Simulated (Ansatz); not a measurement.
`C=NB(O)F` + `B/C=C/O` → `BB(O)N=C` + `O/C=C\F`  (formal exchange of groups at a B–F bond)

Isolated molecules relaxed with PBE0-D4/def2-TZVP in Ansatz; ΔE leaves out vibrations. CCSD(T)/CBS adds triple-zeta CCSD(T) − MP2 to the extrapolated MP2 energy (def2 sets, frozen cores). This one scheme is used for every species. Double bonds are as drawn, so ΔE can hold a change between cis and trans. DFT in def2-TZVPP. B3LYP here is the variant with VWN-RPA as its local correlation; programs differ in this. Each species was taken in one conformer, which may not be the lowest.

| level | ΔE (eV) | difference from CCSD(T)/CBS |
| --- | --- | --- |
| PBE-D4 | 3.00 | -0.16 |
| PBE0-D4 | 3.10 | -0.06 |
| ωB97M-V | 3.17 | 0.01 |
| B2PLYP | 3.20 | 0.04 |
| PBE | 3.00 | -0.16 |
| r2SCAN | 3.17 | 0.01 |
| PBE0 | 3.10 | -0.06 |
| B3LYP | 3.11 | -0.05 |
| MP2/def2-TZVPP | 3.33 | 0.17 |
| CCSD(T)/def2-TZVPP | 3.18 | 0.02 |
| HF/def2-QZVPP | 3.30 | 0.14 |
| MP2/def2-QZVPP | 3.31 | 0.15 |
| SCS-MP2/def2-QZVPP | 3.23 | 0.07 |
| HF/CBS(def2) | 3.30 | 0.14 |
| MP2/CBS(def2) | 3.31 | 0.15 |
| CCSD/CBS(def2) | 3.16 | 0.00 |
| CCSD(T)/CBS | 3.16 | 0 |

Largest T1 diagnostic among the species: 0.014.

From PBE to PBE0 (25 % exact exchange), in def2-TZVPP and without D4, ΔE moves by +0.10 eV.
